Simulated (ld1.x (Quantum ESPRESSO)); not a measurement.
Which change was made? (Au, TM)

```json
{
  "Element": "gold",
  "Generator": "ld1.x (Quantum ESPRESSO) 7.5",
  "Type": "norm-conserving Troullier–Martins (Kleinman–Bylander form)",
  "Functional": "PBE",
  "Relativity": "scalar-relativistic",
  "Frozen core": "[Xe] 4f14",
  "Valence charge": "11",
  "Reference configuration": "5d10 6s1 6p0",
  "Partial waves": "6p (bound, empty): rc 4.00 bohr; 5d (bound): rc 1.60 bohr; 6s (bound): rc 2.45 bohr",
  "Local potential": "the s channel",
  "Core correction": "none"
}
```

Cutoffs, loose and tight: the cutoffs (Ry, on a coarse ladder) from which the occupation-weighted sum of valence levels, in a spherical-Bessel basis at the reference potential, stays within 10 and 1 mRy of its value at 400 Ry. They do not see the model core or the augmentation charge, which bear on the density cutoff. Test errors are all-electron minus pseudo excitation energies from the reference, over the configurations 5d10 6s0 6p0; 5d9 6s0 6p0; 5d8 6s0 6p0; 5d7 6s0 6p0; 5d10 6s0.5 6p0; 5d9 6s2 6p0; 5d9 6s1 6p1; variants that change the core or the reference have their own tests.

The base gives: outcome: generated; cutoff, loose: 45 Ry; cutoff, tight: 70 Ry; bound ghosts: none; largest test error (meV): -670.

(1) After one change the result is: outcome: generated; cutoff, loose: 50 Ry; cutoff, tight: 70 Ry; bound ghosts: s; largest test error (meV): -65. Which change was it?
A. wave 6s (bound): rc 2.45 bohr becomes 6s (bound): rc 3.26 bohr
B. core [Kr] 4d10 4f14 5s2, valence charge 17; reference 5p6 5d9 6s2 6p0; waves now 6s (bound): rc 2.45 bohr; 5p (bound): rc 1.75 bohr; 5d (bound): rc 1.95 bohr; local potential all-electron potential smoothed inside 1.45 bohr (lloc = -1); core correction a·sin(br)/r model core inside 1.55 bohr
C. local potential all-electron potential smoothed inside 1.20 bohr (lloc = -1)

Results:

(1) B. The others give: local potential all-electron potential smoothed inside 1.20 bohr (lloc = -1) → outcome: generated; cutoff, loose: 45 Ry; cutoff, tight: 60 Ry; bound ghosts: s, p; largest test error (meV): -125 | wave 6s (bound): rc 2.45 bohr becomes 6s (bound): rc 3.26 bohr → outcome: generated; cutoff, loose: 45 Ry; cutoff, tight: 70 Ry; bound ghosts: none; largest test error (meV): -1021.
